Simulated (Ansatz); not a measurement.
Compare A (`[AlH2][CH]1O[SiH2][SiH2]1`) with its isomer B (`[OH][Al]1[CH2][SiH2][SiH2]1`).

Calculated with Ansatz (gas phase, PBE0-D4/def2-TZVP geometries, no zero-point term in ΔE). CCSD(T)/CBS adds triple-zeta CCSD(T) − MP2 to the extrapolated MP2 energy (def2 sets, frozen cores). DFT in def2-TZVPP. B3LYP here is the variant with VWN-RPA as its local correlation; programs differ in this. Each species was taken in one conformer, which may not be the lowest.

A:

```xyz
12

Al   -1.007    1.998    0.307
C     0.327    0.578    0.482
O     1.217    0.438   -0.671
Si    1.217   -1.189   -1.052
Si   -0.525   -1.158    0.479
H    -1.813    2.380    1.623
H    -1.352    2.624   -1.107
H     0.917    0.669    1.404
H     2.475   -1.883   -0.652
H     1.010   -1.419   -2.507
H    -1.918   -1.120   -0.062
H    -0.547   -1.917    1.757
```

B:

```xyz
12

O    -1.564    1.336    2.153
Al   -0.592    0.728    0.907
C     0.812   -0.634    1.042
Si    0.681   -1.188   -0.763
Si   -0.382    0.781   -1.527
H    -2.256    1.982    2.023
H     0.760   -1.425    1.791
H     1.768   -0.109    1.175
H     1.967   -1.594   -1.395
H    -0.286   -2.319   -0.868
H    -1.502    0.655   -2.499
H     0.594    1.788   -2.039
```

(1) Which isomer does CCSD(T)/CBS put lower? Give the gap. (An estimate is asked.)

(2) Give E(B) − E(A) in kcal/mol with PBE-D4, B2PLYP, CCSD(T)/def2-TZVPP, r2SCAN-D4, CCSD/def2-TZVPP, MP2/def2-TZVPP, B3LYP. (Estimate.)

Largest T1 diagnostic: 0.014.

## Answers

(1) The calculation gave: B, by 52.8 kcal/mol.

(2) Ansatz gave: PBE-D4 -53.8, B2PLYP -51.3, CCSD(T)/def2-TZVPP -52.5, r2SCAN-D4 -54.3, CCSD/def2-TZVPP -52.1, MP2/def2-TZVPP -53.6, B3LYP -50.4. None reverses the order clearly.

In def2-TZVPP, CCSD(T) changes the Hartree–Fock value by −5.7 kcal/mol (the triples alone add −0.4 kcal/mol) and MP2 by −6.7 kcal/mol.
